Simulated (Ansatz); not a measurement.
Species: ZrH$_{3}$ (charge +1, singlet). The spin state was set by rule; other spins were not relaxed. 
Coordinates optimised at B3LYP-D3(BJ)/def2-TZVP (Ansatz, a program for electronic structure):
```
Zr
H 1 1.7929
H 1 1.7929 2 103.41
H 1 1.7929 2 103.41 3 -107.57
```
Charge +1, spin multiplicity 1.

Q: Give the harmonic wavenumbers at B3LYP-D3(BJ)/def2-TZVP (Ansatz, finite differences of forces, unscaled).

A: 418, 502, 502, 1822, 1822, 1855 cm⁻¹. Zero-point energy 9.9 kcal/mol.

Q: From these and the geometry, give the ideal-gas thermochemistry at 298.15 K and 1 atm (rigid rotor, harmonic oscillator).

A: Point group C3v, rotational symmetry number 3. Rotational constants 89.09, 89.09, 63.31 GHz. S(trans) 39.54, S(rot) 14.93, S(vib) 2.21, S(elec, spin only) 0.00, S 56.7 cal/(mol K). H(298) - H(0) 2.83 kcal/mol; G - E(el) -4.2 kcal/mol.
